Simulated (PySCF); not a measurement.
# Correlation energy of Hf(3+) (hafnium, charge +3)

Starting occupation: [Xe] 4f14 5d1, 5d5/2 with m_j = +5/2. Computed with PySCF 2.14 in x2c-SVPall-2c (7s9p9d2f, 93 functions), with X2C-1e with screened-nucleus spin-orbit coupling, Gaussian nucleus. Frozen: [Kr] 4d10 4f14; 9 electrons correlated; the 32 highest virtual spinors left out.

MP2 pair energies summed by pair of shells (mhartree):

```csv
pair,energy,share (%)
5p1/2-5p3/2,-36.94,35.5
5p3/2-5p3/2,-35.51,34.1
5p1/2-5p1/2,-10.36,10.0
5d5/2-5p3/2,-8.43,8.1
5d5/2-5p1/2,-3.89,3.7
5s1/2-5s1/2,-3.25,3.1
5p3/2-5s1/2,-2.99,2.9
5p1/2-5s1/2,-1.50,1.4
5d5/2-5s1/2,-1.18,1.1
```

Total MP2 correlation energy: -104.05 mhartree.

This basis was not built for core-valence correlation, so the inner-shell part is incomplete.
